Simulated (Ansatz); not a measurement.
Start from `[OH][Nb]([F])(=[S])[Cl]` and change one atom or group to get `[NH2][Nb]([OH])([F])=[S]`.

Ansatz, PBE0-D4/def2-TZVP geometries, multiplicity 1. Each molecule was computed in one conformer, which needn't be the lowest.

Elements past krypton have def2 core potentials.

```csv
property,`[OH][Nb]([F])(=[S])[Cl]`
HOMO energy (PBE/def2-TZVPP) / eV,-7.00
LUMO energy (ωB97M-V/def2-TZVPP) / eV,-0.53
"ideal-gas entropy at 298 K and 1 bar (rigid rotor, harmonic PBE0-D4/def2-TZVP) / J/(mol·K)",359
zero-point energy (PBE0-D4/def2-TZVP) / kJ/mol,49.0
LUMO energy (PBE0/def2-TZVPP) / eV,-2.62
HOMO energy (PBE0/def2-TZVPP) / eV,-8.21
```

**Question.** What does the change do to each property? (An estimate is asked.)

**Answer.** Computed: 
| property | `[NH2][Nb]([OH])([F])=[S]` | shift |
| --- | --- | --- |
| HOMO energy (PBE/def2-TZVPP) / eV | -6.54 | 0.46 |
| LUMO energy (ωB97M-V/def2-TZVPP) / eV | 0.12 | 0.65 |
| ideal-gas entropy at 298 K and 1 bar (rigid rotor, harmonic PBE0-D4/def2-TZVP) / J/(mol·K) | 360 | 1 |
| zero-point energy (PBE0-D4/def2-TZVP) / kJ/mol | 111.2 | 62.2 |
| LUMO energy (PBE0/def2-TZVPP) / eV | -1.96 | 0.66 |
| HOMO energy (PBE0/def2-TZVPP) / eV | -7.75 | 0.46 |

With PBE0 the HOMO rises by 0.46 eV and the LUMO rises by 0.66 eV, so the gap widens by about 0.20 eV. PBE moves the HOMO by 0.46 eV and ωB97M-V by 0.41 eV. The zero-point energy changes by 62.2 kJ/mol with +6 modes.
